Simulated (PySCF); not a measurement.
Species: C9H5OP.
SMILES with atom numbers: `[CH:1]#[C:2][c:3]1[o:4][c:5]2[cH:6][cH:7][cH:8][cH:9][c:10]2[p:11]1` (hydrogens: H12 on C1; H13 on C6; H14 on C7; H15 on C8; H16 on C9)

Cartesian coordinates in Å at the PBE0-D3(BJ)/def2-SVP level; atoms count from 1:
```xyz
16
C9H5OP angstrom
C      4.480   -0.952   -0.208
C      3.272   -0.838   -0.145
C      1.865   -0.742   -0.083
O      1.371    0.450    0.333
C      0.023    0.441    0.356
C     -0.726    1.551    0.747
C     -2.107    1.424    0.730
C     -2.722    0.223    0.333
C     -1.963   -0.871   -0.052
C     -0.560   -0.773   -0.045
P      0.711   -1.961   -0.477
H      5.548   -1.053   -0.262
H     -0.228    2.473    1.051
H     -2.727    2.273    1.029
H     -3.812    0.154    0.330
H     -2.447   -1.801   -0.359
```

Level of theory: TDDFT PBE0/def2-SVPD, vertical, gas phase, core orbitals frozen in the response (PySCF 2.14.0, density-fitted response routines).

Ground-to-excited transition dipoles (e·a0, same axes as the geometry; the sign carries no meaning), for the states with f of 0.002 or more among the lowest 10:

```json
{"state": "S1", "E (eV)": "4.054", "μx": "1.750", "μy": "0.203", "μz": "0.034"}
{"state": "S2", "E (eV)": "4.413", "μx": "-0.875", "μy": "0.495", "μz": "0.186"}
{"state": "S5", "E (eV)": "5.152", "μx": "-0.003", "μy": "0.059", "μz": "-0.177"}
{"state": "S6", "E (eV)": "5.250", "μx": "0.787", "μy": "-0.296", "μz": "-0.114"}
{"state": "S7", "E (eV)": "5.266", "μx": "0.007", "μy": "0.046", "μz": "-0.144"}
{"state": "S8", "E (eV)": "5.676", "μx": "0.519", "μy": "-0.749", "μz": "-0.265"}
{"state": "S10", "E (eV)": "5.967", "μx": "-0.241", "μy": "0.751", "μz": "0.260"}
```

Problem. Work out the oscillator strengths.

Solution. f = (2/3) ΔE |μ|² with ΔE in hartree (27.2114 eV).

```json
{"state": "S1", "|μ|² (au)": "3.104", "|μ| (D)": "4.48", "f": "0.308"}
{"state": "S2", "|μ|² (au)": "1.046", "|μ| (D)": "2.60", "f": "0.113"}
{"state": "S5", "|μ|² (au)": "0.035", "|μ| (D)": "0.48", "f": "0.004"}
{"state": "S6", "|μ|² (au)": "0.719", "|μ| (D)": "2.16", "f": "0.093"}
{"state": "S7", "|μ|² (au)": "0.023", "|μ| (D)": "0.38", "f": "0.003"}
{"state": "S8", "|μ|² (au)": "0.901", "|μ| (D)": "2.41", "f": "0.125"}
{"state": "S10", "|μ|² (au)": "0.689", "|μ| (D)": "2.11", "f": "0.101"}
```

Problem. What is the point group, and which symmetry does each of these states have?

Solution. Cs. From a totally symmetric ground state, an allowed state transforms like the component of the dipole operator along its μ. Polarised normal to the mirror plane, so A″: S5 and S7. Polarised in the mirror plane, so A′: S1, S2, S6, S8 and S10.

Problem. What angle do the transition dipoles of S1 and S2 make?

Solution. |cos θ| = |μa·μb| / (|μa| |μb|) = 0.79, so θ ≈ 38° (taken between 0 and 90°, since the signs are arbitrary).

Problem. How is the summed strength of these states shared among x, y and z?

Solution. (2/3) Σ ΔE μα² gives 0.513 for x, 0.203 for y and 0.032 for z, 0.747 in all.

Problem. What peak molar absorption coefficient would the strongest computed level give as a lone Gaussian band 0.3 eV wide at half height?

Solution. ε(max) = 2.175×10⁸ f / FWHM, with the width in cm⁻¹. S1: 2.175×10⁸ × 0.3083 / 2420 ≈ 28000 L mol⁻¹ cm⁻¹.

Time: 2.9 min; peak memory 1.1 GiB. Hardware: an Intel Xeon at 2.50 GHz with one thread, no GPU, shared host.
